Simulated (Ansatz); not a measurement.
```yaml
crystal:
  periodic: [true, true, true]
  atoms:
    - {symbol: C, position_ang: [-0.457482, 0.333177, 2.110965]}
    - {symbol: Zn, position_ang: [-0.089223, -0.247168, 0.302733]}
    - {symbol: C, position_ang: [0.310668, -0.772179, -1.554715]}
    - {symbol: F, position_ang: [-0.834291, -1.169319, -2.252182]}
    - {symbol: S, position_ang: [1.186808, 0.533544, -2.419873]}
    - {symbol: H, position_ang: [0.387113, 0.109763, 2.767181]}
    - {symbol: H, position_ang: [-0.638203, 1.410048, 2.146569]}
    - {symbol: H, position_ang: [-1.340349, -0.173207, 2.507839]}
    - {symbol: H, position_ang: [1.011337, -1.612181, -1.604403]}
    - {symbol: H, position_ang: [0.463611, 1.587532, -2.004115]}
basis:
  gaussian: {orbitals: "6-31G*", final_grid: {core_spheres: 8, valence_spheres: 7, degree: 23}}
total_charge: 1
magnetization: {spin_polarized: true, initial_magnetization: 1}
hamiltonian: {xc: {name: HF}}
correlation: {method: ccsd_t, electrons: outside_noble_gas}
accuracy: high
```

```sh
$ ansatz run in.yaml --threads 4 --pin off --events-out ev --progress --plain --max-ram 10444MiB
```

Shortened log:

```
Error: YAML parse error: error: line 2 column 3: crystal: missing field `lattice` (a structure is typed as `lattice` and `atoms`, a molecule's as `atoms` in Å alone, or read from a run's directory, `checkpoint`)
 --> <input>:2:3
1 | crystal:
2 |   periodic: [true, true, true]
3 |   atoms:
4 |     - {symbol: C, position_ang: [-0.457482, 0.333177, 2.110965]}
```

(1) What is wrong with this run?

Results:

(1) The molecule is marked periodic without a cell. The program refused the input.
